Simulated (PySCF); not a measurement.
**Core-level binding energies of PP3SSeSe nortricyclane**

PP3SSeSe nortricyclane, P4SSe2.
Z-matrix (Å and degrees, PBE0-D3(BJ)/def2-SVP geometry), rows numbered from 1:
```
P 
S   1  2.1161
P   2  2.1176  1  104.62
P   3  2.2512  2  104.98  1    30.99
Se  4  2.2467  3  103.79  2     1.70
P   4  2.2471  3   60.00  2   -98.75
Se  6  2.2449  3  104.06  4  -100.14
```

Computed with delta-SCF UKS SCAN, pcX-2 on the ionised atom, pcseg-1 elsewhere, spin-free X2C in PySCF 2.14.0. Each binding energy is the total energy of the core-ionised species, with the hole localised on one atom, minus that of the ground state; both are solved self-consistently, so orbital relaxation is included.

Question: What binding energy does each computed site have?

Answer: 
| atom(s) | environment | level | binding energy (eV) | 2p1/2 (eV) | above the level's lowest (eV) | count |
| --- | --- | --- | --- | --- | --- | --- |
| P4/P6 | phosphorus bonded to 2 P and Se | P 2p3/2 | 136.74 | 137.63 | 0.00 | 2 |
| P3 | phosphorus bonded to 2 P and S | P 2p3/2 | 136.85 | 137.74 | +0.11 | 1 |
| P1 | phosphorus bonded to S and 2 Se | P 2p3/2 | 137.56 | 138.45 | +0.82 | 1 |
| P4/P6 | phosphorus bonded to 2 P and Se | P 1s | 2150.32 | – | 0.00 | 2 |
| P3 | phosphorus bonded to 2 P and S | P 1s | 2150.45 | – | +0.13 | 1 |
| P1 | phosphorus bonded to S and 2 Se | P 1s | 2151.24 | – | +0.92 | 1 |
| S2 | sulfur bonded to 2 P | S 1s | 2477.23 | – | 0.00 | 1 |

Lowest listed P 1s: P4/P6, bonded to Se and 2 P. Highest, 0.92 eV above it: P1, bonded to S and 2 Se.

Lowest listed P 2p3/2: P4/P6, bonded to Se and 2 P. Highest, 0.82 eV above it: P1, bonded to S and 2 Se. The widest gap between neighbouring values is 0.71 eV, between 136.85 and 137.56 eV.

Question: What is the longest wavelength that can ionise P 1s of P4/P6 vertically?

Answer: λ = hc/E = 12398.42 eV Å / 2150.32 eV = 5.766 Å.

The first atom of each set that the bonding makes equivalent was ionised and stands for the set. Not every level is listed. 2p3/2 and 2p1/2 are the ΔSCF energy of one spin-free 2p hole plus the eigenvalues of a spin–orbit and ligand-field matrix of the shell. 2p1/2 minus 2p3/2 (ligand field included): P 0.89 eV. No level of selenium is listed. Geometry: PBE0-D3(BJ)/def2-SVP, one conformer, isolated molecule.
